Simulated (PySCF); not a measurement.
Compound: C7H13P.
SMILES: `C#CP(C)[C@@H](C)CC`

Jobs on this species (21 atoms, 70 electrons) with PySCF (density fitting). Hardware of each: Arm Neoverse N1, one thread, shared host. Other jobs ran on the host; a repeat could differ by tens of per cent or more.

```json
{"level and settings": "CAM-B3LYP/def2-SVPD, IEF-PCM dichloromethane", "work": "6 singlets by full TDDFT, polarisability", "basis functions": "268", "SCF cycles": "?", "wall time": "?"}
{"level and settings": "PBE0/pcSseg-1", "work": "shieldings, charges and field gradients", "basis functions": "208", "SCF cycles": "?", "wall time": "?"}
{"level and settings": "PBE0/pcSseg-1, IEF-PCM dichloromethane", "work": "shieldings, charges and field gradients", "basis functions": "208", "SCF cycles": "14", "wall time": "66 s"}
{"level and settings": "PBE0/pcSseg-1, IEF-PCM tetrahydrofuran", "work": "shieldings", "basis functions": "208", "SCF cycles": "14", "wall time": "60 s"}
{"level and settings": "PBE0-D3(BJ)/def2-SVP, grid level 1", "work": "geometry optimisation from a GFN2-xTB start", "basis functions": "181", "SCF cycles": "41", "wall time": "2.7 min"}
{"level and settings": "CAM-B3LYP/def2-SVPD", "work": "10 singlets by full TDDFT, 4 Tamm–Dancoff triplets, polarisability, dynamic polarisability, ΔSCF ions", "basis functions": "268", "SCF cycles": "14", "wall time": "5.0 min"}
```

Problem. Fill in the missing figures.

Solution. 
- CAM-B3LYP/def2-SVPD, IEF-PCM dichloromethane; 6 singlets by full TDDFT, polarisability: 2.0 min, 14 SCF cycles
- PBE0/pcSseg-1; shieldings, charges and field gradients: 62 s, 14 SCF cycles

Problem. What do all jobs in the table cost together?

Solution. About 13 min; the longest takes about 39 % of that, and about 5 times as long as the shortest.
